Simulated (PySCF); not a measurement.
## Structure elucidation problem

Molecular formula: C₉H₁₂N₂. Simulated spectra:

1H NMR (300 MHz, computed): δ 8.72 (s, 1H), 7.26 (s, 1H), 3.10 (q, 2H), 1.75 (t, 3H), 1.55 (m, 1H), 1.21 (m, 2H), 0.91 (m, 2H).

13C{1H} NMR (computed): δ 164.2 (C), 147.8 (CH), 147.6 (C), 130.4 (CH), 32.4 (CH2), 17.3 (CH), 15.0 (CH2, 2C), 12.5 (CH3).

Computational details: coordinates at the GFN2-xTB level, σ from GIAO-PBE0/pcSseg-1, in PySCF (one computed conformer, equivalent nuclei averaged, no relativistic terms, no solvent model).

Shifts are taken against calculated references (same method and geometry level): 1H (31.72 ppm) and 13C (186.93 ppm) vs TMS.

What is the structure?

Answers


The formula gives 5 degrees of unsaturation (2 rings in the answer). 8 carbon signals for 9 carbons: some carbons are equivalent by symmetry or fast rotation. Carbon types of the structure: 2 × C, 3 × CH, 3 × CH2, 1 × CH3, which accounts for all hydrogens. δC 164.2: substituted aromatic carbon next to a ring nitrogen. δC 147.8: aromatic CH next to a ring nitrogen; the adjacent pyridine-type nitrogen withdraws density from it. δC 147.6: substituted aromatic carbon. δC 130.4: aromatic CH; the aromatic region. δC 32.4: sp3 CH2 on an aromatic ring; saturated and bonded to C and H only. δH 8.72: hydrogen on an aromatic CH next to a ring nitrogen; ring current plus the neighbouring ring nitrogen. δH 7.26: hydrogen on an aromatic CH; the ring current deshields protons in the ring plane.

Structure: `CCc1cc(C2CC2)cnn1`.

The data come from this structure; uniqueness wasn't tested.

Shifts are as computed. Against solution values, carbons near 30 ppm lie about +3 ppm off and those near 130 ppm about +5 ppm. Of 1211 compounds with measured shifts, 218 miss one by over three times the rms of a fit or turn the order of signals round; such compounds aren't used in these exercises. Multiplicities follow the n + 1 count of equivalent neighbours, as no J values were calculated; m marks all less simple cases, F and P coupling included.
